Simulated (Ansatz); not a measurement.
Isolated molecules relaxed with PBE0-D4/def2-TZVP in Ansatz; ΔE leaves out vibrations. CBS: MP2 limit from def2 TZ/QZ plus the TZ coupled-cluster correction, frozen cores. Functionals use def2-TZVPP. B3LYP here is the variant with VWN-RPA as its local correlation; programs differ in this. Each species was taken in one conformer, which may not be the lowest.

`C[CH2][AlH][SH]` + `CBN(C)C` → `C[N](C)[AlH][SH]` + `CBCC`  (redistribution)

| level | ΔE (kJ/mol) | difference from CCSD(T)/CBS |
| --- | --- | --- |
| PBE-D4 | 56.9 | 4.8 |
| BLYP-D4 | 52.5 | 0.4 |
| B97M-V | 45.9 | -6.2 |
| BHLYP-D4 | 47.8 | -4.3 |
| ωB97X-V | 49.3 | -2.8 |
| PBE | 57.2 | 5.1 |
| PBE0 | 54.8 | 2.7 |
| B3LYP | 51.7 | -0.4 |
| LC-ωPBE | 52.2 | 0.1 |
| HF/def2-SVP | 45.3 | -6.8 |
| MP2/def2-SVP | 60.6 | 8.5 |
| SCS-MP2/def2-TZVPP | 49.5 | -2.6 |
| CCSD/def2-TZVPP | 49.9 | -2.2 |
| MP2/def2-QZVPP | 51.4 | -0.7 |
| SCS-MP2/def2-QZVPP | 49.1 | -3.0 |
| HF/CBS(def2) | 39.5 | -12.6 |
| CCSD(T)/CBS | 52.1 | 0 |

Largest T1 diagnostic among the species: 0.012.

At CCSD(T), def2-SVP lies +9.7 kJ/mol from the extrapolated value and def2-TZVPP +0.3 kJ/mol. From BLYP to BHLYP (50 % exact exchange), in def2-TZVPP and without D4, ΔE moves by −4.5 kJ/mol. Leaving LDA and LC-ωPBE aside and taking each functional with its dispersion term where it has one, the values spread over 11.0 kJ/mol, from B97M-V to PBE-D4. LDA lies +6.3 kJ/mol from PBE without D4.
